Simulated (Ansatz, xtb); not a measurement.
# Relative energy of two isomers of C6H6BN

We compare I, `CC1=CB(C#N)C=C1`, a singlet, with II, `CC1=CBC(C#N)=C1`, a singlet. Both are isolated molecules in the gas phase, relaxed with PBE0-D3(BJ)/def2-SVP.

Quicker runs give these differences E(II) − E(I): GFN2-xTB −0.418 eV; HF/STO-3G +0.515 eV (at GFN2-xTB geometries); r2SCAN-D4/def2-SVP +0.454 eV (at GFN2-xTB geometries).

Q: Which of the two would you expect CCSD(T)/def2-SVP + ΔMP2/def2-TZVPP electronic energies to favour?

A: Structure I; the calculation gives E(II) − E(I) = +0.513 eV.

How the difference moves with the method:

```
                             level              geometry  E(II) − E(I) (eV)  departure from the last row (eV)  job, with rough time for the two
                          GFN2-xTB              GFN2-xTB              −0.418                            −0.932              optimisation, 0.91 s
                         HF/STO-3G              GFN2-xTB              +0.515                            +0.002               single point, 3.7 s
                r2SCAN-D4/def2-SVP              GFN2-xTB              +0.454                            −0.060                single point, 15 s
              PBE0-D3(BJ)/def2-SVP  PBE0-D3(BJ)/def2-SVP              +0.446                            −0.067               optimisation, 3 min
                       HF/def2-SVP  PBE0-D3(BJ)/def2-SVP              +0.489                            −0.024           part of the CCSD(T) run
                      MP2/def2-SVP  PBE0-D3(BJ)/def2-SVP              +0.483                            −0.031           part of the CCSD(T) run
                  CCSD(T)/def2-SVP  PBE0-D3(BJ)/def2-SVP              +0.493                            −0.020                      single point
CCSD(T)/def2-SVP + ΔMP2/def2-TZVPP  PBE0-D3(BJ)/def2-SVP              +0.513                                                 single point, 4 min
```

As drawn, II has 1 C–C, 1 B–H in place of 1 C–B, 1 C–H.

GFN2-xTB puts the two in the other order. The largest departure from CCSD(T)/def2-SVP + ΔMP2/def2-TZVPP is that of GFN2-xTB, 0.932 eV. The last row adds to CCSD(T) the change of the MP2 difference between the two basis sets, here +0.020 eV.

With thermal terms from frequencies at re-optimised GFN2-xTB minima (ideal gas, soft modes damped towards free rotors, one conformer each, 298.15 K, 1 atm): the zero-point term adds −0.042 eV; ΔH is +0.471 and ΔG +0.477 eV.

The correlated steps freeze 8 core orbitals. Programs: Ansatz 0.2.0, xtb 6.7.1; the last row on 2 threads of Intel(R) Xeon(R) Processor @ 2.50GHz (Skylake/Cascade Lake) on a shared host.
